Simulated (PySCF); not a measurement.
Geometry:
```csv
atom,x (Å),y (Å),z (Å)
C1,-2.382,0.563,-1.205
Si2,-1.202,-0.467,-0.117
Si3,0.883,-0.962,-1.187
Cl4,1.007,0.060,-2.980
Si5,2.051,0.162,0.516
O6,2.689,-1.097,1.343
Si7,-0.008,0.825,1.495
Cl8,-0.189,0.144,3.433
H9,-3.199,0.997,-0.635
H10,-1.843,1.378,-1.678
H11,-2.817,-0.040,-1.997
H12,-2.009,-1.608,0.361
H13,1.237,-2.324,-1.610
H14,3.123,1.157,0.345
H15,2.984,-1.029,2.248
H16,-0.331,2.249,1.658
```

PySCF calculation with shieldings: GIAO PBE0/pcSseg-1 and coordinates at the GFN2-xTB level; a single conformation, non-relativistic, gas phase, fast rotation and ring inversion assumed for equivalent nuclei.

Referencing at the same level of theory: TMS for 13C, 1H, 29Si; 35Cl against HCl; 17O vs H2O.

```json
{"atoms": "H13", "nucleus": "1H", "count": "1", "Hirshfeld charge": "-0.06", "δ (ppm)": "?"}
{"atoms": "Si7", "nucleus": "29Si", "count": "1", "Hirshfeld charge": "0.17", "δ (ppm)": "-1.0"}
{"atoms": "Cl4", "nucleus": "35Cl", "count": "1", "Hirshfeld charge": "-0.15", "δ (ppm)": "-113"}
{"atoms": "O6", "nucleus": "17O", "count": "1", "Hirshfeld charge": "-0.31", "δ (ppm)": "-8.7"}
{"atoms": "Si5", "nucleus": "29Si", "count": "1", "Hirshfeld charge": "0.25", "δ (ppm)": "15.9"}
{"atoms": "H9/H10/H11", "nucleus": "1H", "count": "3", "Hirshfeld charge": "0.04", "δ (ppm)": "0.47"}
{"atoms": "H12", "nucleus": "1H", "count": "1", "Hirshfeld charge": "-0.07", "δ (ppm)": "?"}
{"atoms": "Si3", "nucleus": "29Si", "count": "1", "Hirshfeld charge": "0.19", "δ (ppm)": "3.0"}
{"atoms": "Si2", "nucleus": "29Si", "count": "1", "Hirshfeld charge": "0.19", "δ (ppm)": "?"}
{"atoms": "H15", "nucleus": "1H", "count": "1", "Hirshfeld charge": "0.18", "δ (ppm)": "0.73"}
{"atoms": "H14", "nucleus": "1H", "count": "1", "Hirshfeld charge": "-0.08", "δ (ppm)": "?"}
{"atoms": "C1", "nucleus": "13C", "count": "1", "Hirshfeld charge": "-0.21", "δ (ppm)": "-7.9"}
{"atoms": "Cl8", "nucleus": "35Cl", "count": "1", "Hirshfeld charge": "-0.15", "δ (ppm)": "-103"}
{"atoms": "H16", "nucleus": "1H", "count": "1", "Hirshfeld charge": "-0.07", "δ (ppm)": "5.98"}
```

Q: Fill in the missing shifts.

A: 
- H14: 6.57 ppm, hydrogen on a silicon bonded to O, 2 Si, in a 4-membered ring
- H13: 6.35 ppm, hydrogen on a silicon bonded to Cl, 2 Si, in a 4-membered ring
- H12: 4.99 ppm, hydrogen on a silicon bonded to C, 2 Si, in a 4-membered ring
- Si2: -37.2 ppm, silicon bonded to C, 2 Si, H, in a 4-membered ring

The OH or NH signal is concentration- and solvent-dependent in practice; the value given is the gas-phase one. Shifts are as computed. Against solution values, carbons near 30 ppm lie about +3 ppm off and those near 130 ppm about +5 ppm. Of 1309 compounds with measured shifts, 239 miss one by over three times the rms of a fit or turn the order of signals round; such compounds aren't used in these exercises. Experimental scales use liquid or dissolved standards, which lie at an offset from isolated H2O (liquid H2O: subtract about 36 ppm).
